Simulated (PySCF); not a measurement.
**Shifts of the heteroatoms**

Molfile (atoms numbered from 1):
```
C7H11ClNP
     RDKit          3D

 21 21  0  0  0  0  0  0  0  0999 V2000
   -1.5813   -0.6685    0.6248 C   0  0  0  0  0  0  0  0  0  0  0  0
   -0.6085    0.2303   -0.1470 C   0  0  0  0  0  0  0  0  0  0  0  0
   -0.6233    1.6694    0.3808 C   0  0  0  0  0  0  0  0  0  0  0  0
   -1.0574    0.2607   -1.6108 C   0  0  0  0  0  0  0  0  0  0  0  0
    0.7543   -0.3146   -0.0278 N   0  0  0  0  0  0  0  0  0  0  0  0
    1.5030   -0.7332   -1.0825 C   0  0  0  0  0  0  0  0  0  0  0  0
    3.0658   -1.3203   -0.6989 P   0  0  0  0  0  0  0  0  0  0  0  0
    2.7049   -0.9872    0.9840 C   0  0  0  0  0  0  0  0  0  0  0  0
    1.4539   -0.4679    1.1315 C   0  0  0  0  0  0  0  0  0  0  0  0
    0.8366   -0.0479    2.6865 Cl  0  0  0  0  0  0  0  0  0  0  0  0
   -2.5977   -0.3095    0.4865 H   0  0  0  0  0  0  0  0  0  0  0  0
   -1.5195   -1.6885    0.2504 H   0  0  0  0  0  0  0  0  0  0  0  0
   -1.3661   -0.6764    1.6874 H   0  0  0  0  0  0  0  0  0  0  0  0
    0.1157    2.2667   -0.1497 H   0  0  0  0  0  0  0  0  0  0  0  0
   -0.4049    1.7104    1.4420 H   0  0  0  0  0  0  0  0  0  0  0  0
   -1.6043    2.1079    0.2174 H   0  0  0  0  0  0  0  0  0  0  0  0
   -2.0641    0.6693   -1.6534 H   0  0  0  0  0  0  0  0  0  0  0  0
   -0.4129    0.8983   -2.2113 H   0  0  0  0  0  0  0  0  0  0  0  0
   -1.0842   -0.7382   -2.0399 H   0  0  0  0  0  0  0  0  0  0  0  0
    1.1080   -0.6814   -2.0766 H   0  0  0  0  0  0  0  0  0  0  0  0
    3.3733   -1.1626    1.8060 H   0  0  0  0  0  0  0  0  0  0  0  0
  1  2  1  0
  2  3  1  0
  2  4  1  0
  2  5  1  0
  5  6  1  0
  6  7  2  0
  7  8  1  0
  8  9  2  0
  9 10  1  0
  9  5  1  0
  1 11  1  0
  1 12  1  0
  1 13  1  0
  3 14  1  0
  3 15  1  0
  3 16  1  0
  4 17  1  0
  4 18  1  0
  4 19  1  0
  6 20  1  0
  8 21  1  0
M  END
```

How the numbers were obtained: geometry: GFN2-xTB, shielding tensors at PBE0/pcSseg-1 (GIAO), in PySCF (no relativistic terms, rapidly exchanging positions averaged, isolated molecule, one conformer).

Question: Predict the $^{31}$P NMR data.

Answer: 
```tsv
atoms	environment	σ (ppm)	δ (ppm)
P7	phosphorus bonded to 2 C, in a 5-membered ring	211.0	95.3
```

Shieldings were converted by a linear fit to measured shifts: $^{31}$P: δ = 270.09 − 0.828σ (rms 18.1 ppm, 64 shifts vs H3PO4, solution or neat liquid). Occasional misses reach two or three times the rms, and more in compound classes unlike the fitted ones.

On a 400 MHz spectrometer $^{31}$P resonates near 161.9 MHz, so 1 ppm is 161.9 Hz.

Question: Predict the $^{15}$N NMR data.

Answer: 
```tsv
atoms	environment	σ (ppm)	δ (ppm)
N5	pyrrole-type ring nitrogen	44.0	-188.6
```

Shieldings were converted by a linear fit to measured shifts: $^{15}$N: δ = -148.07 − 0.921σ (rms 6.3 ppm, 71 shifts vs CH3NO2, solution or neat liquid). A few per cent of atoms miss by over 2 rms, more outside the fitted compound classes.

On a 500 MHz spectrometer $^{15}$N resonates near 50.7 MHz, so 1 ppm is 50.7 Hz.
